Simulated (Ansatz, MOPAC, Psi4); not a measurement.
Two rigid molecules brought together: H6Si2 ··· CH4O (SMILES [SiH3][SiH3] and CO). Monomers: optimised at B3LYP-D3(BJ) (def2-TZVP), held rigid. Orientation: lowest of the rigid-body minima from ten starts at GFN2-xTB. Only R, the distance of the centres of mass, is varied, so the lowest point isn't the relaxed dimer.

Geometry at R = 3.39 Å (first 8 atoms: monomer A):
```
14

Si    -1.1657     0.1209    -0.0207
Si     1.1657    -0.1210     0.0207
H     -1.7610    -0.8010    -1.0185
H     -1.5322     1.5119    -0.3828
H     -1.7389    -0.1886     1.3118
H      1.5324    -1.5112     0.3853
H      1.7611     0.8029     1.0166
H      1.7386     0.1861    -1.3125
C     -0.1078     2.1888    -3.1185
O     -0.4501     0.8260    -2.9087
H     -0.1300     2.4624    -4.1792
H      0.9098     2.3175    -2.7525
H     -0.7626     2.8699    -2.5636
H     -1.3473     0.6810    -3.2243
```

Computed with: wB97M-V/def2-TZVP, counterpoise-corrected (Psi4); PM3, restricted, heats of formation (MOPAC); PBE0/def2-TZVP, counterpoise-corrected (Psi4); PBE/def2-TZVP, counterpoise-corrected (Psi4); CCSD/aug-cc-pVDZ = CCSD on RHF/aug-cc-pVDZ, frozen core, counterpoise-corrected (Ansatz, a first-principles code).

Interaction energies in kJ/mol (negative: bound); R is the distance of the centres of mass, d the H4···H13 distance.

| R / Å | d / Å | wB97M-V/def2-TZVP | PM3 | PBE0/def2-TZVP | PBE/def2-TZVP | CCSD/aug-cc-pVDZ |
|---|---|---|---|---|---|---|
| 3.01 | 2.34 | -3.69 | 29.69 | 7.93 | 8.63 | 9.37 |
| 3.23 | 2.53 | -10.42 | 17.17 | -0.25 | 0.20 | -1.64 |
| 3.39 | 2.68 | -11.95 | 12.68 | -2.97 | -2.72 | -5.41 |
| 3.59 | 2.87 | -11.79 | 9.27 | -4.33 | -4.27 | -7.28 |
| 3.77 | 3.04 | -10.67 | 7.17 | -4.50 | -4.57 | -7.46 |
| 4.09 | 3.34 | -8.05 | 4.65 | -3.79 | -4.00 | -6.33 |
| 4.36 | 3.60 | -6.02 | 3.30 | -2.96 | -3.21 | -5.01 |
| 4.87 | 4.09 | -3.37 | 1.84 | -1.68 | -1.89 | -2.95 |
| 5.56 | 4.76 | -1.57 | 0.97 | -0.72 | -0.81 | -1.39 |
| 6.60 | 5.78 | -0.55 | 0.47 | -0.21 | -0.21 | -0.50 |
| 7.85 | 7.01 | -0.20 | 0.24 | -0.08 | -0.07 | -0.18 |

Lowest grid point: wB97M-V/def2-TZVP -11.95 kJ/mol at R = 3.39 Å; PM3 0.24 kJ/mol at R = 7.85 Å; PBE0/def2-TZVP -4.50 kJ/mol at R = 3.77 Å; PBE/def2-TZVP -4.57 kJ/mol at R = 3.77 Å; CCSD/aug-cc-pVDZ -7.46 kJ/mol at R = 3.77 Å.
